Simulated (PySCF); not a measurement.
Stepwise substitution at one centre (B CH3-NH2). Isolated molecules, 0 K electronic values unless said otherwise. Strings in code marks are SMILES.

The HOMO from two functionals at the same geometries (B3LYP-D3(BJ)/def2-TZVP), both in PySCF: PBE-D3(BJ)/def2-TZVP and M06-2X/def2-TZVP. 

```
species                                PBE-D3(BJ)/def2-TZVP (eV)  M06-2X/def2-TZVP (eV)
-------------------------------------  -------------------------  ---------------------
0 of 3 CH3 replaced by NH2                                 -7.11                  -9.77
1 of 3 CH3 replaced by NH2                                 -6.69                  -9.50
2 of 3 CH3 replaced by NH2 (`NB(C)N`)                      -5.34                  -8.20
3 of 3 CH3 replaced by NH2 (`NB(N)N`)                      -5.08                  -8.04
```

Over these rows, drawn at random from the members with no instability flagged (it was tested for open shells, ions and some series alone), PBE minus M06-2X: mean +2.82 eV, from +2.67 eV to +2.96 eV.
